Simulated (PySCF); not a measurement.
A geometry optimisation, step by step.

Species: (H2B-mu-PH2)2.
Bonds: B1–P4, B1–P8, P4–B5, B5–P8. Hydrogens: H2, H3 on B1; H9, H10 on P4; H6, H7 on B5; H11, H12 on P8.

Method: PySCF, PBE0-D3(BJ)/def2-SVP geometry optimisation, gas phase; density fitting, grid level 1; the optimiser is geomeTRIC in internal coordinates, started from a GFN2-xTB structure with every atom displaced at random (about 0.03 Å). The frame can shift and turn from step to step; on so coarse a grid that alone can change the energy by a few meV, and forces under 0.02 eV/Å are noise.

Step 0: E = -20044.5815 eV, largest atomic force 2.744 eV/Å
```
atom  x, y, z in Å  |  force x, y, z in eV/Å
B1     -1.335    0.005   -0.149   -1.334   1.805  -0.526
H2     -1.915    0.746   -1.000    0.620  -0.500   0.511
H3     -2.212   -0.528    0.498    0.282  -0.236   0.172
P4      0.059    1.051    0.868   -1.994  -0.900   1.656
B5      1.389   -0.097    0.124    1.286   0.462  -0.023
H6      1.897   -0.736    0.978    0.393  -0.535   0.474
H7      2.172    0.525   -0.535    0.344   0.099  -0.280
P8      0.087   -1.031   -0.891   -0.712  -1.378   1.120
H9     -0.201    1.098    2.315    0.450  -0.401  -0.958
H10     0.049    2.412    0.737    0.218   1.198  -0.598
H11    -0.086   -2.427   -0.660    0.256   0.171   0.146
H12     0.212   -1.099   -2.234    0.191   0.214  -1.693
```

Step 1: E = -20044.9756 eV, largest atomic force 0.740 eV/Å
```
atom  x, y, z in Å  |  force x, y, z in eV/Å
B1     -1.383    0.046   -0.153   -0.441   0.590  -0.072
H2     -1.906    0.766   -0.991    0.215  -0.053  -0.029
H3     -2.244   -0.505    0.501    0.180  -0.178   0.118
P4     -0.001    1.037    0.885   -0.593   0.060   0.047
B5      1.423   -0.090    0.138    0.659   0.241   0.156
H6      1.962   -0.759    0.995   -0.029  -0.079   0.007
H7      2.212    0.532   -0.545   -0.049  -0.026  -0.047
P8      0.066   -1.051   -0.871   -0.254  -0.439  -0.224
H9     -0.192    1.027    2.285    0.112  -0.134   0.095
H10     0.028    2.444    0.700    0.111  -0.085  -0.157
H11    -0.051   -2.439   -0.611    0.080   0.018   0.044
H12     0.202   -1.091   -2.283    0.007   0.085   0.064
```

Step 2: E = -20045.0191 eV, largest atomic force 0.271 eV/Å
```
atom  x, y, z in Å  |  force x, y, z in eV/Å
B1     -1.405    0.069   -0.162   -0.188   0.087   0.079
H2     -1.895    0.780   -1.013    0.077   0.045  -0.102
H3     -2.244   -0.505    0.502    0.092  -0.081   0.045
P4     -0.029    1.029    0.888   -0.067   0.087  -0.038
B5      1.435   -0.079    0.143    0.222   0.078   0.135
H6      1.977   -0.757    0.995   -0.067  -0.004  -0.034
H7      2.213    0.543   -0.554   -0.083  -0.005  -0.028
P8      0.053   -1.058   -0.861   -0.031  -0.103  -0.187
H9     -0.179    0.993    2.294    0.014  -0.022   0.037
H10     0.034    2.432    0.679    0.038  -0.075  -0.007
H11    -0.038   -2.444   -0.586    0.002  -0.011   0.007
H12     0.194   -1.087   -2.275   -0.007   0.004   0.093
```

Step 3: E = -20045.0255 eV, largest atomic force 0.103 eV/Å
```
atom  x, y, z in Å  |  force x, y, z in eV/Å
B1     -1.412    0.076   -0.163   -0.100  -0.001   0.024
H2     -1.886    0.784   -1.028    0.041   0.008  -0.022
H3     -2.236   -0.513    0.506    0.035  -0.022   0.014
P4     -0.036    1.030    0.890    0.058   0.022  -0.039
B5      1.436   -0.073    0.146    0.037   0.004   0.076
H6      1.975   -0.756    0.996   -0.031   0.001  -0.015
H7      2.203    0.550   -0.559   -0.046   0.012  -0.027
P8      0.048   -1.061   -0.860    0.033   0.000  -0.068
H9     -0.175    0.987    2.298   -0.014   0.007   0.006
H10     0.044    2.429    0.675    0.006  -0.019   0.018
H11    -0.037   -2.447   -0.580   -0.015   0.000  -0.001
H12     0.190   -1.089   -2.270   -0.004  -0.012   0.034
```

Step 4: E = -20045.0267 eV, largest atomic force 0.050 eV/Å
```
atom  x, y, z in Å  |  force x, y, z in eV/Å
B1     -1.414    0.077   -0.162   -0.034  -0.011  -0.001
H2     -1.880    0.784   -1.033    0.007   0.004  -0.002
H3     -2.230   -0.518    0.510    0.009  -0.001   0.005
P4     -0.035    1.032    0.889    0.044  -0.014  -0.019
B5      1.436   -0.071    0.149   -0.010  -0.015   0.031
H6      1.973   -0.756    0.996   -0.001   0.000  -0.003
H7      2.195    0.554   -0.563   -0.019   0.012  -0.017
P8      0.048   -1.062   -0.860    0.028   0.020   0.000
H9     -0.176    0.990    2.298   -0.012   0.008  -0.003
H10     0.051    2.429    0.675   -0.002   0.006   0.011
H11    -0.041   -2.447   -0.579   -0.011   0.000   0.000
H12     0.190   -1.092   -2.269    0.001  -0.009  -0.002
```

Step 5: E = -20045.0270 eV, largest atomic force 0.023 eV/Å
```
atom  x, y, z in Å  |  force x, y, z in eV/Å
B1     -1.414    0.077   -0.162    0.000   0.002  -0.014
H2     -1.878    0.784   -1.034   -0.005  -0.002   0.006
H3     -2.228   -0.519    0.513   -0.001   0.003   0.002
P4     -0.034    1.032    0.889    0.012  -0.012  -0.004
B5      1.436   -0.071    0.149   -0.010  -0.018   0.011
H6      1.974   -0.756    0.996    0.011   0.002  -0.002
H7      2.189    0.555   -0.567   -0.007   0.007  -0.008
P8      0.048   -1.063   -0.860    0.009   0.012   0.013
H9     -0.178    0.992    2.297   -0.006   0.003  -0.002
H10     0.054    2.429    0.676   -0.001   0.007   0.004
H11    -0.044   -2.447   -0.577   -0.005   0.000   0.002
H12     0.191   -1.095   -2.268    0.003  -0.005  -0.008
```

**Question.** Summarise the path.

**Answer.** The energy falls by 0.4455 eV from step 0 to step 5; nine tenths of that is first reached at step 2. It falls at every step. The largest force goes from 2.744 to 0.023 eV/Å. Among the bonds B5–P8 changes most, from 1.897 to 1.982 Å; the atoms move by 0.075 Å rms after alignment.

What follows is the cost of the whole optimisation. Hardware: one thread, Arm Neoverse V1 (aarch64), no GPU, shared host. Cost: 22 s, 0.40 GiB resident at most.
